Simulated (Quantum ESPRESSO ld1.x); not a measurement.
All-electron atom: Eu in [Kr] 4d10 4f7 5s1.75 5p6 6s2 5d0.25 (fractional occupations, a model configuration).

Method: scalar-relativistic Kohn-Sham, LDA (Slater exchange, VWN5 correlation), spin-polarised, spherical densities, point nucleus; open shells are filled with parallel spins first; computed with ld1.x of Quantum ESPRESSO 7.5.

Energy parts (eV):
part                     energy
total                 -294879.6
kinetic                315859.8
electron-nucleus      -718968.1
Hartree                114622.3
exchange-correlation    -6393.6

Orbitals (lengths in bohr, moments of r in powers of bohr; r(max) is where P^2 peaks):
| orbital | occ. | eigenvalue (eV) | r(max) |
|---|---|---|---|
| 1s up | 1 | -48325.1 | 0.01421 |
| 1s down | 1 | -48325.0 | 0.01421 |
| 2s up | 1 | -7936.48 | 0.08062 |
| 2s down | 1 | -7936.37 | 0.08062 |
| 2p up | 3 | -7074.16 | 0.06514 |
| 2p down | 3 | -7074.07 | 0.06514 |
| 3s up | 1 | -1746.68 | 0.2291 |
| 3s down | 1 | -1744.28 | 0.2290 |
| 3p up | 3 | -1478.32 | 0.2247 |
| 3p down | 3 | -1475.93 | 0.2245 |
| 3d up | 5 | -1118.53 | 0.1837 |
| 3d down | 5 | -1116.66 | 0.1836 |
| 4s up | 1 | -348.498 | 0.5276 |
| 4s down | 1 | -342.954 | 0.5273 |
| 4p up | 3 | -260.196 | 0.5507 |
| 4p down | 3 | -254.680 | 0.5504 |
| 4d up | 5 | -137.166 | 0.5734 |
| 4d down | 5 | -131.713 | 0.5731 |
| 4f up | 7 | -5.2386 | 0.5918 |
| 4f down | 0 | -0.5342 | 0.5953 |
| 5s up | 1 | -46.7227 | 1.226 |
| 5s down | 0.75 | -43.4470 | 1.238 |
| 5p up | 3 | -25.4596 | 1.392 |
| 5p down | 3 | -22.9298 | 1.416 |
| 5d up | 0.25 | -2.3326 | 2.073 |
| 5d down | 0 | -1.5124 | 2.252 |
| 6s up | 1 | -4.0401 | 3.461 |
| 6s down | 1 | -3.6738 | 3.598 |

The highest occupied level is 5d up at -2.333 eV. Spin moment in Bohr magnetons: 7.5.
